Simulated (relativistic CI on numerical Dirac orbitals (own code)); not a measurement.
What each ingredient does to the levels of Sm³⁺

Base calculation: Dirac-Coulomb-Breit CI, KLI orbitals optimised for each configuration, model QED, valence Slater integrals scaled by 0.85, P86 correlation energy added to each configuration.

Configurations in the expansion (outside the closed core [Xe]): 4f⁵, 4f⁴5d, 4f⁴6s, 4f⁴6p, 4f⁴7s, 4f⁴7p, 4f³6s². Levels of other configurations are missing.

Variants: (1) no correlation estimate; (2) valence Slater integrals scaled by 0.75; (3) Breit term removed; (4) one mean potential for all configurations. Shifts of the energy above 4f⁵ ⁶H°5/2, in cm⁻¹, for the lowest level and the first level of each name with at least 55 % of one term (blank where a level changes its place among those of its configuration and J or its character, or is not in the variant):

```
      Level     Base  Δ(1)     Δ(2)     Δ(3)    Δ(4)
 4f⁵ ⁶H°5/2      0.0   0.0      0.0      0.0     0.0
 4f⁵ ⁶H°7/2   1024.0   0.0    +28.9   +135.5  -142.6
 4f⁵ ⁶H°9/2   2219.1   0.0    +42.8   +291.0  -292.9
4f⁵ ⁶H°11/2   3532.3   0.0    +36.1   +458.4  -439.6
4f⁵ ⁶H°13/2   4921.8   0.0     +7.3   +632.9  -575.9
4f⁵ ⁶H°15/2   6351.9   0.0    -45.2   +810.0  -696.2
 4f⁵ ⁶F°1/2   6800.4  -0.3   -605.9   +125.7   +78.8
 4f⁵ ⁶F°3/2   7033.2  -0.3   -634.9   +136.6   +78.1
 4f⁵ ⁶F°5/2   7521.4  -0.3   -663.6   +178.4   +46.6
 4f⁵ ⁶F°7/2   8390.0  -0.3   -650.6   +287.6   -61.8
 4f⁵ ⁶F°9/2   9582.7  -0.3   -634.6   +441.4  -214.3
4f⁵ ⁶F°11/2  10993.8  -0.2   -638.8   +614.8  -375.8
 4f⁵ ⁴F°3/2  18030.8  -1.3  -2020.6    +48.2  +835.1
4f⁵ ⁴M°15/2  18849.5  -0.2  -2207.1   +320.6  +881.9
 4f⁵ ⁴G°7/2  19507.1  -1.1  -2079.2   +181.4  +745.0
 4f⁵ ⁴I°9/2  19698.2  -0.5  -2087.8   +262.1  +694.8
4f⁵ ⁴I°11/2  20160.6  -0.5  -2153.1   +311.8  +703.2
4f⁵ ⁴M°17/2  20557.5  -0.2  -2133.9   +594.8  +604.0
4f⁵ ⁴M°19/2  22027.5  -0.1  -2126.0   +841.6  +410.5
 4f⁵ ⁴G°9/2  22143.0  -1.1  -2138.2   +414.7  +509.3
4f⁵ ⁴M°21/2  23232.8  -0.1  -2167.4  +1053.0  +293.3
4f⁵ ⁴L°13/2  23697.2  -0.3  -2374.7   +488.0  +664.9
```

Correlation outside the listed configurations is missing or only estimated: errors of thousands of cm⁻¹ between configurations and terms are usual at this charge. Rates and lifetimes follow the computed energies and can be off by large factors. The fine structure of a lone outer electron comes out too small, for d and f at times inverted, and misplaced configurations move strength between like terms.

Ionisation energy from the two ground configurations alone: base 40.48 eV; no correlation estimate 38.94 eV; valence Slater integrals scaled by 0.75 40.4 eV; Breit term removed 40.36 eV. The NIST ASD value (semi-empirical) is 41.64 eV. The gap of more than 2 % comes from missing correlation, or from a tabulated value that is itself an estimate.

LS names give the leading component of a level, which can be under half, so a name can repeat, a term be missing and a line seem to break the LS rules.
